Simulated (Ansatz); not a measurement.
`N=[CH][SnH3]` and `N=CF` differ in one atom or group.

Ansatz, PBE0-D4/def2-TZVP geometries, multiplicity 1. Each molecule was computed in one conformer, which needn't be the lowest.

Elements past krypton have def2 core potentials.

```
                               property  `N=[CH][SnH3]`
    LUMO energy (B3LYP/def2-TZVPP) / eV           -1.05
    HOMO–LUMO gap (PBE/def2-TZVPP) / eV            3.88
  HOMO energy (ωB97M-V/def2-TZVPP) / eV           -9.38
    HOMO energy (B3LYP/def2-TZVPP) / eV           -6.94
  HOMO–LUMO gap (B3LYP/def2-TZVPP) / eV            5.88
HOMO–LUMO gap (ωB97M-V/def2-TZVPP) / eV           10.77
```

What does the change do to each property? (Best estimate.)

Ansatz gave: 
```json
{"property": "LUMO energy (B3LYP/def2-TZVPP) / eV", "`N=CF`": "-0.48", "shift": "0.57"}
{"property": "HOMO–LUMO gap (PBE/def2-TZVPP) / eV", "`N=CF`": "5.86", "shift": "1.98"}
{"property": "HOMO energy (ωB97M-V/def2-TZVPP) / eV", "`N=CF`": "-11.25", "shift": "-1.87"}
{"property": "HOMO energy (B3LYP/def2-TZVPP) / eV", "`N=CF`": "-8.57", "shift": "-1.63"}
{"property": "HOMO–LUMO gap (B3LYP/def2-TZVPP) / eV", "`N=CF`": "8.08", "shift": "2.20"}
{"property": "HOMO–LUMO gap (ωB97M-V/def2-TZVPP) / eV", "`N=CF`": "13.42", "shift": "2.65"}
```

With PBE0 the HOMO falls by 1.68 eV and the LUMO rises by 0.64 eV, so the gap widens by about 2.32 eV. PBE moves the HOMO by -1.38 eV and ωB97M-V by -1.87 eV. The zero-point energy changes by -44.3 kJ/mol with -9 modes.

B3LYP here is the variant with VWN-RPA as its local correlation; programs differ in this.
